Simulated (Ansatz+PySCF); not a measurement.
The numbers below are computed, except where a source is named.
Input for PySCF 2.14.0:

```python
from pyscf import gto, dft

mol = gto.M(atom="""
Mn 0.000000 0.000000 0.000000
O 0.000000 0.000000 2.180000
H 0.775000 0.000000 2.755000
H -0.775000 0.000000 2.755000
""", basis='def2-svp', charge=1, spin=6)
mf = dft.UKS(mol, xc='pbe0')
mf.init_guess = 'atom'
mf.kernel()
while True:  # follow internal instabilities
    mo, _, stable, _ = mf.stability(return_status=True)
    if stable: break
    mf.kernel(mf.make_rdm1(mo, mf.mo_occ))
print(mf.converged, mf.e_tot, mf.spin_square()[0])
```

The script is written out from the run's settings.

Results

```yaml
Converged: yes
Total_energy: -1226.68140 hartree
Spin_squared_of_the_determinant: 12.001
```

Caution: other spin multiplicities were not run.
